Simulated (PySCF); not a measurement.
Compound: C6H15PS.
Atom-mapped SMILES: `[CH3:1][CH2:2][P:3](=[S:4])([CH2:5][CH3:6])[CH2:7][CH3:8]` (hydrogens: H9, H10, H11 on C1; H12, H13 on C2; H14, H15 on C5; H16, H17, H18 on C6; H19, H20 on C7; H21, H22, H23 on C8)

Method used: PBE0-D3(BJ)/def2-SVP geometry optimisation, gas phase in PySCF.

Question: List the bond lengths, angles and torsions at this level.

Answer: 
```json
{"bond": "C1–C2, C5–C6, C7–C8", "length (Å)": "1.520"}
{"bond": "C2–P3, P3–C5, P3–C7", "length (Å)": "1.834"}
{"bond": "P3=S4", "length (Å)": "1.956"}
{"bond": "C1–H9 and 8 like bonds", "length (Å)": "1.101"}
{"bond": "C2–H12 and 5 like bonds", "length (Å)": "1.103"}
```

Bonds in one row agree within 0.01 Å and their mean is given. A selection of angles:
```json
{"angle": "C2–C1–H9", "degrees": "110.0"}
{"angle": "C2–C1–H10", "degrees": "111.8"}
{"angle": "H9–C1–H10", "degrees": "107.9"}
{"angle": "H9–C1–H11", "degrees": "108.5"}
{"angle": "C1–C2–P3", "degrees": "113.0"}
{"angle": "C1–C2–H12", "degrees": "112.2"}
{"angle": "P3–C2–H12", "degrees": "108.7"}
{"angle": "P3–C2–H13", "degrees": "104.7"}
{"angle": "H12–C2–H13", "degrees": "107.2"}
{"angle": "C2–P3–S4", "degrees": "113.9"}
{"angle": "C2–P3–C5", "degrees": "103.7"}
{"angle": "C2–P3–C7", "degrees": "106.2"}
{"angle": "S4–P3–C7", "degrees": "112.2"}
{"angle": "P3–C7–C8", "degrees": "117.0"}
{"angle": "H19–C7–H20", "degrees": "105.3"}
```

Torsions: C1–C2–P3–S4 -57° (synclinal); C2–P3–C5–C6 -178° (antiperiplanar); C2–P3–C7–C8 56° (synclinal). The mirror-image conformer, all signs reversed, is as good.

All 3 C–P bonds measure 1.833 to 1.835 Å. All 3 C–C bonds measure 1.520 Å. Of the pairs four or more bonds apart, H12···H22 is among the closest relative to their van der Waals radii: 2.38 Å, 99 % of the sum of Bondi's values. P3 (phosphorus bonded to 3 C and S) is distorted tetrahedral (angles from 103.7° to 114.0°).

Point group: near Cs, missed by 0.10 Å at most; the miss may be what the optimiser left on a soft mode. PBE0-D3(BJ)/def2-SVP frequencies: not computed here. The numbers are those of one conformer.
